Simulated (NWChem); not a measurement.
System: C3H7NSi; SMILES C#CC[SiH2]N

Excerpt of the output:

```
             Northwest Computational Chemistry Package (NWChem) 7.3.0
             --------------------------------------------------------

                             Geometry "geometry" -> ""
                             -------------------------

 Output coordinates in angstroms (scale by  1.889725989 to convert to a.u.)

  No.       Tag          Charge          X              Y              Z
 ---- ---------------- ---------- -------------- -------------- --------------
    1 C                    6.0000     0.63706100    -2.47726000     0.22090300
    2 C                    6.0000    -0.14112900    -1.61042400    -0.10544800
    3 C                    6.0000    -1.02436900    -0.50835000    -0.46622200
    4 Si                  14.0000    -0.37404500     1.13082100     0.25882400
    5 N                    7.0000     1.25499200     1.33230800    -0.29866500
    6 H                    1.0000     1.29260300    -3.27179300     0.49463900
    7 H                    1.0000    -2.04261300    -0.68919900    -0.09526500
    8 H                    1.0000    -1.09066300    -0.40900200    -1.55760800
    9 H                    1.0000    -1.17238300     2.27708200    -0.25697100
   10 H                    1.0000    -0.57728700     1.06576000     1.73862800
   11 H                    1.0000     1.71461100     2.22839800    -0.18949600
   12 H                    1.0000     1.90540000     0.57228400    -0.12953200

 Effective nuclear repulsion energy (a.u.)     203.8525056131

                                 NWChem DFT Module
                                 -----------------

 Summary of "ao basis" -> "ao basis" (spherical)
 ------------------------------------------------------------------------------
       Tag                 Description            Shells   Functions and Types
 ---------------- ------------------------------  ------  ---------------------
 C                          def2-svp                 6       14   3s2p1d
 Si                         def2-svp                 8       18   4s3p1d
 N                          def2-svp                 6       14   3s2p1d
 H                          def2-svp                 3        5   2s1p

            General Information
            -------------------
          SCF calculation type: DFT
          Wavefunction type:  closed shell.
          No. of atoms     :    12
          No. of electrons :    46
           Alpha electrons :    23
            Beta electrons :    23
          Charge           :     0
          Spin multiplicity:     1
          Use of symmetry is: off; symmetry adaption is: off
          Maximum number of iterations: 150
          AO basis - number of functions:   109
                     number of shells:    53
          Convergence on energy requested:  1.00D-06
          Convergence on density requested:  1.00D-05
          Convergence on gradient requested:  5.00D-04

              XC Information
              --------------
                         B3LYP Method XC Potential
                     Hartree-Fock (Exact) Exchange  0.200
                        Slater Exchange Functional  0.800 local
                    Becke 1988 Exchange Functional  0.720 non-local
              Lee-Yang-Parr Correlation Functional  0.810
                  VWN I RPA Correlation Functional  0.190 local

[...]

                     NWChem Electrostatic Potential Fit Module
                     -----------------------------------------

 Atom parameters

 Number of atoms is                                   12
 Number of basis functions is                        109

 Grid parameters

 Maximum number of grid points is                  48369
 Number of grid points is                          48368
 Grid range                                     0.300000 nm
 Grid spacing                                   0.020000 nm
 Probe radius                                   0.070000 nm
 Atom radius factor                             1.000000

 Atomic radii

    1    0.100000
    6    0.147000
    7    0.140000
   14    0.187000
 FASTESP  F
  using M.O. file = ./job.movecs

    Atom              Coordinates                           Charge

                                                  ESP

    1 C     0.063706   -0.247726    0.022090   -0.487036
    2 C    -0.014113   -0.161042   -0.010545    0.092280
    3 C    -0.102437   -0.050835   -0.046622   -0.085781
    4 Si   -0.037405    0.113082    0.025882    0.728686
    5 N     0.125499    0.133231   -0.029867   -0.874602
    6 H     0.129260   -0.327179    0.049464    0.277855
    7 H    -0.204261   -0.068920   -0.009527    0.029579
    8 H    -0.109066   -0.040900   -0.155761    0.044187
    9 H    -0.117238    0.227708   -0.025697   -0.173636
   10 H    -0.057729    0.106576    0.173863   -0.202972
   11 H     0.171461    0.222840   -0.018950    0.329125
   12 H     0.190540    0.057228   -0.012953    0.322315
                                            ------------
                                                0.000000

 Dipole moment                                  0.356498

 Quadrupole moment Qxx                          6.615224
                   Qyy                          0.134459
                   Qzz                         -6.749683

 RMS deviation kJ/mol                           0.060310

 RRMS %                                        39.889917
```

Level: B3LYP/def2-SVP. Structure relaxed at the B3LYP/6-31G* (spherical d) level.

**Question.** Which NWChem input produces such a log?

**Answer.** Several could match; the one computed here: the input that was run:
```
start job
memory heap 200 mb stack 900 mb global 1100 mb
geometry units angstroms noautosym nocenter noautoz
  C      0.637061    -2.477260     0.220903
  C     -0.141129    -1.610424    -0.105448
  C     -1.024369    -0.508350    -0.466222
  Si    -0.374045     1.130821     0.258824
  N      1.254992     1.332308    -0.298665
  H      1.292603    -3.271793     0.494639
  H     -2.042613    -0.689199    -0.095265
  H     -1.090663    -0.409002    -1.557608
  H     -1.172383     2.277082    -0.256971
  H     -0.577287     1.065760     1.738628
  H      1.714611     2.228398    -0.189496
  H      1.905400     0.572284    -0.129532
end
basis spherical
  * library def2-svp
end
dft
  xc b3lyp
  iterations 150
  mulliken
end
task dft energy
esp
  recalculate
  probe 0.07
  range 0.3
  factor 1.0
  spacing 0.02
end
task esp
```
